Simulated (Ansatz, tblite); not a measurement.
Cost and result up the ladder for Sn₁₃H₂₀, a cluster cut from cubic tin (33 atoms). Charge 0, multiplicity 1. Geometry: PBE-D4/def2-SVP.

```xyz
33

Sn    2.316   -0.315    3.464
Sn   -0.150   -1.736   -4.202
Sn    2.698    0.757   -0.955
Sn   -0.227   -2.590    0.370
Sn   -2.213    0.388    3.319
Sn   -1.895    1.363   -1.205
Sn    0.629    3.684    1.870
Sn   -0.360   -3.713   -2.213
Sn    2.266   -1.363    0.847
Sn    0.284    1.616    3.753
Sn   -2.054    0.295   -3.810
Sn    0.590    2.611   -0.737
Sn   -2.272   -0.677    0.708
H     3.867    0.398    3.792
H     2.082   -1.589    4.623
H    -0.353   -2.448   -5.773
H     1.440   -1.044   -4.152
H     4.195    1.546   -0.560
H     2.835    0.166   -2.581
H    -0.439   -3.858    1.550
H    -2.476   -0.878    4.480
H    -3.498    1.542    3.516
H    -3.147    2.561   -1.007
H     2.134    4.505    2.155
H    -0.639    4.858    2.052
H     0.885   -4.909   -2.412
H    -1.884   -4.528   -2.396
H     3.533   -2.548    0.668
H     0.338    2.281    5.363
H    -1.849    1.555   -4.988
H    -3.640   -0.374   -4.050
H     0.817    3.890   -1.900
H    -3.810   -1.444    0.412
```

Ansatz on 2 threads of AMD EPYC 7R13 on a shared host and a share (18 GiB) of an NVIDIA H100 80GB HBM3; xTB runs through tblite on one thread. Times are rough, summed over both states, and most runs start from the orbitals of an earlier one. PBE0-D4/def2-TZVP serves as the yardstick here, not as an exact answer. The other state is a doublet.

In the def2 sets Sn takes a core potential; there is no spin–orbit coupling. The xTB rows come from tblite. Single mean-field runs in def2-TZVP are fitted with def2-universal-jkfit. HOMO above LUMO, or a gap near zero within one spin, warns that the state may not be the lowest or that an electron is smeared out.

Run but left out: BLYP-D4/def2-TZVP (charge +1 doublet: an occupied level 0.02 eV above an empty one).

Raw xTB energies of ions are shifted by several eV.

```
                         level  functions  wall time  vertical IE (eV)  difference from PBE0-D4/def2-TZVP (eV)                                     remarks
                      GFN1-xTB        157     0.22 s             12.00                                    4.13                                           –
                      GFN2-xTB        137     0.38 s             12.22                                    4.36                                           –
PBE-D4/def2-TZVP (with forces)        770       27 s              7.50                                   -0.37  gap within one spin near zero (+1 doublet)
             PBE0-D4/def2-TZVP        770       46 s              7.87                                    0.00                                           –
```
